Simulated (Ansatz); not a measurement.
Species: CH7ClNSi2, charge -1, multiplicity 1. It need not be the lowest isomer of its formula. Whether it binds its extra electron was not tested at this geometry. 
Coordinates optimised at B3LYP-D3(BJ)/def2-TZVP (Ansatz, a first-principles code):
```xyz
12

Si     0.3501     0.2281    -0.3853
C      1.3541    -1.3360    -0.5624
Cl     1.6428     1.6230     0.6224
N     -1.0647     0.0313     0.4946
Si    -2.3829    -1.1509    -0.0961
H      0.2371     0.8715    -1.7232
H      0.7642    -2.0850    -1.0913
H      2.2765    -1.1405    -1.1145
H      1.6057    -1.7330     0.4228
H     -1.4224     0.8218     1.0054
H     -1.6169    -2.4631     0.1652
H     -1.9842    -1.1465    -1.5943
```
Charge -1, spin multiplicity 1.

Parts of the frozen-core correlation energy in 6-31G* (Ansatz, hartree). Frozen orbitals: 17; correlated occupied orbitals by spin: 16 and 16; virtual: 68 and 68. No spin-orbit coupling. No relativistic terms.

| term | value |
|---|---|
| reference (HF) | -1133.79363 |
| MP2 opposite-spin | ___ |
| MP2 same-spin | -0.14057 |
| CCSD correlation | ___ |
| (T) | ___ |
| T1 diagnostic | 0.012 |
| largest doubles amplitude | 0.052 |

Fill in the missing entries.


- MP2 opposite-spin, value: -0.44689
- CCSD correlation, value: -0.64938
- (T), value: -0.01751
